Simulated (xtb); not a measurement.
xtb input (GFN2-xTB):

```bash
xtb mol.xyz --gfn 2 --ohess tight --chrg 0 --uhf 0
```
mol.xyz:
```
13

Si    -0.03680404     0.02271065    -0.00098873
O     -1.39012159    -0.92825596    -0.48781933
C     -2.55388925    -0.38663667     0.05348111
O      1.45683068    -0.61147434    -0.65841686
C      2.55246047     0.10022601    -0.19712146
H      0.09931626     0.01898759     1.47337266
H     -0.18814102     1.40878787    -0.45873407
H     -3.42243898    -0.93644636    -0.26399130
H     -2.47306046    -0.39456260     1.14044996
H     -2.71504409     0.68872136    -0.26384272
H      3.47135381    -0.26104017    -0.66925842
H      2.44790792     1.15811116    -0.58736118
H      2.62240638     0.13978982     0.88277859
```

Output:

```
           -------------------------------------------------
          |                Calculation Setup                |
           -------------------------------------------------

           -------------------------------------------------
          |                 G F N 2 - x T B                 |
           -------------------------------------------------

        Reference                      10.1021/acs.jctc.8b01176
      * Hamiltonian:
        H0-scaling (s, p, d)           1.850000    2.230000    2.230000
        zeta-weighting                 0.500000
      * Dispersion:
        s8                             2.700000
        a1                             0.520000
        a2                             5.000000
        s9                             5.000000
      * Repulsion:
        kExp                           1.500000    1.000000
        rExp                           1.000000
      * Coulomb:
        alpha                          2.000000
        third order                    shell-resolved
        anisotropic                    true
        a3                             3.000000
        a5                             4.000000
        cn-shift                       1.200000
        cn-exp                         4.000000
        max-rad                        5.000000

          ...................................................
          :                      SETUP                      :
          :.................................................:
          :  # basis functions                  34          :
          :  # atomic orbitals                  33          :
          :  # shells                           19          :
          :  # electrons                        32          :
          :  max. iterations                   250          :
          :  Hamiltonian                  GFN2-xTB          :
          :  restarted?                      false          :
          :  GBSA solvation                  false          :
          :  PC potential                    false          :
          :  electronic temp.          300.0000000     K    :
          :  accuracy                    1.0000000          :
          :  -> integral cutoff          0.2500000E+02      :
          :  -> integral neglect         0.1000000E-07      :
          :  -> SCF convergence          0.1000000E-05 Eh   :
          :  -> wf. convergence          0.1000000E-03 e    :
          :  Broyden damping             0.4000000          :
          :  net charge                          0          :
          :  unpaired electrons                  0          :
          ...................................................

 iter      E             dE          RMSdq      gap      omega  full diag
   1    -18.3022604 -0.183023E+02  0.953E+00    7.78       0.0  T
   2    -18.4172015 -0.114941E+00  0.535E+00    6.04       1.0  T
   3    -18.4164384  0.763157E-03  0.359E+00    6.66       1.0  T
   4    -18.4224869 -0.604854E-02  0.127E+00    5.98       1.0  T
   5    -18.4216067  0.880239E-03  0.980E-01    6.47       1.0  T
   6    -18.4258818 -0.427509E-02  0.237E-01    6.18       1.0  T
[...]
   Z      Z             #   av. dist./Å        max./Å        min./Å
   1 H    6 C           6     1.0921709     1.0930631     1.0904175
   6 C    8 O           2     1.3889570     1.3889785     1.3889356
   1 H   14 Si          2     1.4682032     1.4682552     1.4681512
   8 O   14 Si          2     1.6111132     1.6111171     1.6111093

           -------------------------------------------------
          |               Frequency Printout                |
           -------------------------------------------------
 projected vibrational frequencies (cm⁻¹)
eigval :       -0.00    -0.00    -0.00     0.00     0.00     0.00
eigval :       77.92    86.07   107.30   117.64   131.82   263.11
eigval :      299.06   584.81   622.27   781.97   789.19   841.55
eigval :      848.95  1139.31  1143.40  1144.18  1148.43  1174.26
eigval :     1197.21  1423.05  1424.34  1484.92  1485.49  1494.22
eigval :     1494.86  2176.73  2236.60  2940.89  2941.35  2956.32
eigval :     2957.70  2987.92  2991.86
 reduced masses (amu)
   1: 11.51   2: 15.83   3: 16.28   4: 15.76   5: 12.68   6: 14.27   7:  2.42   8:  6.84
   9:  8.03  10: 11.55  11: 13.18  12: 13.09  13: 12.97  14:  7.64  15:  1.63  16:  5.12
  17: 17.10  18: 17.14  19:  2.77  20:  3.69  21:  3.69  22:  6.88  23:  4.94  24: 12.48
  25: 14.19  26:  2.36  27:  2.41  28:  1.54  29:  1.53  30:  1.58  31:  1.58  32:  2.11
  33:  1.53  34:  1.94  35:  1.94  36:  1.55  37:  1.56  38:  1.58  39:  1.60
 IR intensities (km·mol⁻¹)
   1:  0.18   2:  0.16   3:  0.11   4:  1.45   5:  0.18   6:  0.70   7:  0.02   8:  1.87
   9:  6.55  10:  0.03  11:  3.23  12:  7.17  13: 13.61  14:205.40  15:  0.00  16: 77.65
  17:125.75  18:234.85  19:205.45  20:  0.28  21:  2.86  22:116.01  23:  4.37  24:390.38
  25: 21.48  26:  0.02  27:  0.18  28:  0.93  29:  8.47  30:  0.85  31:  2.98  32:424.56
  33:138.68  34:  0.35  35: 92.08  36: 54.14  37: 48.03  38: 26.82  39: 23.29
 Raman intensities (Ä⁴*amu⁻¹)
   1:  0.00   2:  0.00   3:  0.00   4:  0.00   5:  0.00   6:  0.00   7:  0.00   8:  0.00
Molecule has the following symmetry elements: (C2) 2*(sigma)
It seems to be the C2v point group
   9:  0.00  10:  0.00  11:  0.00  12:  0.00  13:  0.00  14:  0.00  15:  0.00  16:  0.00
  17:  0.00  18:  0.00  19:  0.00  20:  0.00  21:  0.00  22:  0.00  23:  0.00  24:  0.00
  25:  0.00  26:  0.00  27:  0.00  28:  0.00  29:  0.00  30:  0.00  31:  0.00  32:  0.00
  33:  0.00  34:  0.00  35:  0.00  36:  0.00  37:  0.00  38:  0.00  39:  0.00
 output can be read by thermo (or use thermo option).
 writing <g98.out> molden fake output.
 recommended (thermochemical) frequency scaling factor: 1.0
           -------------------------------------------------
          |             Thermodynamic Functions             |
           -------------------------------------------------

c2v symmetry found (for desy threshold:  0.10E+00) used in thermo

          ...................................................
          :                      SETUP                      :
          :.................................................:
          :  # frequencies                          33      :
          :  # imaginary freq.                       0      :
          :  linear?                             false      :
          :  only rotor calc.                    false      :
          :  symmetry                              c2v      :
          :  rotational number                       2      :
          :  scaling factor                  1.0000000      :
          :  rotor cutoff                   50.0000000 cm⁻¹ :
          :  imag. cutoff                  -20.0000000 cm⁻¹ :
          :.................................................:

    mode    ω/cm⁻¹     T·S(HO)/kcal·mol⁻¹    T·S(FR)/kcal·mol⁻¹   T·S(vib)
   ------------------------------------------------------------------------
       1     77.92    -1.17550 ( 85.50%)    -0.92480 ( 14.50%)    -1.13915
       2     86.07    -1.11730 ( 89.78%)    -0.89535 ( 10.22%)    -1.09461
       3    107.30    -0.98902 ( 95.50%)    -0.83010 (  4.50%)    -0.98187
       4    117.64    -0.93582 ( 96.84%)    -0.80286 (  3.16%)    -0.93161
       5    131.82    -0.87039 ( 97.97%)    -0.76917 (  2.03%)    -0.86834
       6    263.11    -0.48928 ( 99.87%)    -0.56453 (  0.13%)    -0.48938
       7    299.06    -0.42402 ( 99.92%)    -0.52660 (  0.08%)    -0.42410
   ------------------------------------------------------------------------

   temp. (K)  partition function   enthalpy   heat capacity  entropy
                                   cal/mol     cal/K/mol   cal/K/mol   J/K/mol
 298.15  VIB   258.                 3322.898     19.289     21.941
         ROT  0.576E+05              888.752      2.981     24.765
         INT  0.149E+08             4211.650     22.270     46.706
         TR   0.856E+27             1481.254      4.968     39.457
         TOT                        5692.9041    27.2378    86.1630   360.5058

       T/K    H(0)-H(T)+PV         H(T)/Eh          T*S/Eh         G(T)/Eh
   ------------------------------------------------------------------------
    298.15    0.907222E-02    0.108160E+00    0.409388E-01    0.672217E-01
   ------------------------------------------------------------------------

         :::::::::::::::::::::::::::::::::::::::::::::::::::::
         ::                  THERMODYNAMIC                  ::
         :::::::::::::::::::::::::::::::::::::::::::::::::::::
         :: total free energy         -18.247134685514 Eh   ::
         ::.................................................::
         :: total energy              -18.314356363407 Eh   ::
         :: zero point energy           0.099088257035 Eh   ::
         :: G(RRHO) w/o ZPVE           -0.031866579142 Eh   ::
         :: G(RRHO) contrib.            0.067221677893 Eh   ::
         :::::::::::::::::::::::::::::::::::::::::::::::::::::

optimized geometry written to: xtbopt.xyz

           -------------------------------------------------
          | TOTAL ENERGY              -18.314356363407 Eh   |
          | TOTAL ENTHALPY            -18.206195886264 Eh   |
          | TOTAL FREE ENERGY         -18.247134685514 Eh   |
          | GRADIENT NORM               0.000381130259 Eh/α |
Note: The following floating-point exceptions are signalling: IEEE_UNDERFLOW_FLAG IEEE_DENORMAL
normal termination of xtb
          | HOMO-LUMO GAP               6.679704521974 eV   |
           -------------------------------------------------

------------------------------------------------------------------------
------------------------------------------------------------------------
 total:
 SCF:
 ANC optimizer:
 analytical hessian:
```
